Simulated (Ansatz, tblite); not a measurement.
Forces on Si8NH16, a doped cluster cut from the lattice of silicon (N on a surface site) at its PBE-D4/def2-SVP geometry. Total charge 0; doublet.

The xTB rows come from tblite. Single mean-field runs in def2-TZVP are fitted with def2-universal-jkfit.

GFN2-xTB (tblite), largest force 0.82 eV/Å:

```xyz
25
positions Å, forces eV/Å
Si   -2.791   -0.398    0.786   -0.172   -0.171   -0.039
Si   -0.790    1.057   -2.122   -0.026   -0.032   -0.148
Si    0.284    1.519    1.552   -0.031    0.153    0.012
Si    0.795   -1.640    1.549   -0.146   -0.181   -0.080
Si    2.998    1.015   -1.439   -0.366   -0.346    0.164
Si   -1.545    1.462    0.071    0.018   -0.028    0.020
Si   -1.291   -2.200    0.585    0.102    0.146    0.210
Si    1.187   -0.222   -2.256    0.260    0.384   -0.044
N     1.230    0.052    1.259    0.106   -0.031    0.267
H    -4.046   -0.625   -0.017    0.343    0.121    0.468
H    -3.166   -0.222    2.236   -0.060   -0.113   -0.562
H    -1.873    0.385   -2.932    0.361    0.395    0.206
H    -0.475    2.375   -2.788   -0.190   -0.532    0.096
H    -0.224    1.616    2.973    0.400   -0.085   -0.471
H     1.193    2.692    1.304   -0.214   -0.544    0.233
H     0.704   -1.966    3.024    0.208    0.222   -0.522
H     1.898   -2.484    0.968   -0.259    0.480    0.316
H     2.615    2.366   -0.884    0.264   -0.544   -0.142
H     3.850    0.294   -0.419   -0.254    0.440   -0.337
H    -2.351    2.737    0.136    0.305   -0.319    0.013
H    -1.807   -3.433    1.286    0.239    0.362   -0.406
H    -1.145   -2.521   -0.880   -0.125   -0.063    0.559
H     1.406   -0.516   -3.721    0.040   -0.046    0.511
H     1.098   -1.552   -1.555    0.015    0.444   -0.373
H     2.246    0.209    1.284   -0.816   -0.112    0.049
```

r2SCAN-D4/def2-TZVP (Ansatz), largest force 0.56 eV/Å:

```
Si -0.125 -0.005 0.097
Si -0.061 0.091 -0.188
Si 0.312 -0.303 0.007
Si 0.226 0.335 0.014
Si 0.037 0.066 0.231
Si -0.135 0.106 0.025
Si -0.084 -0.193 -0.058
Si 0.041 -0.170 -0.175
N 0.031 -0.008 0.299
H 0.249 0.050 0.165
H 0.055 -0.035 -0.292
H 0.212 0.150 0.173
H -0.066 -0.271 0.125
H 0.122 -0.033 -0.300
H -0.192 -0.249 0.082
H 0.028 0.088 -0.318
H -0.224 0.182 0.140
H 0.092 -0.306 -0.118
H -0.186 0.169 -0.222
H 0.152 -0.232 -0.013
H 0.109 0.246 -0.147
H -0.025 0.055 0.308
H -0.043 0.050 0.298
H 0.031 0.297 -0.146
H -0.558 -0.080 0.014
```

r2SCANh-D4/def2-TZVP (Ansatz), largest force 0.67 eV/Å:

```
Si -0.148 -0.007 0.107
Si -0.070 0.102 -0.215
Si 0.361 -0.347 0.011
Si 0.265 0.390 0.017
Si 0.043 0.077 0.266
Si -0.144 0.121 0.032
Si -0.090 -0.217 -0.069
Si 0.036 -0.199 -0.189
N 0.052 -0.006 0.330
H 0.290 0.057 0.188
H 0.068 -0.039 -0.334
H 0.245 0.169 0.200
H -0.074 -0.309 0.147
H 0.138 -0.037 -0.346
H -0.221 -0.284 0.087
H 0.030 0.100 -0.365
H -0.260 0.206 0.156
H 0.099 -0.348 -0.134
H -0.215 0.189 -0.254
H 0.178 -0.272 -0.016
H 0.124 0.284 -0.167
H -0.027 0.066 0.350
H -0.047 0.062 0.344
H 0.033 0.339 -0.163
H -0.667 -0.098 0.017
```
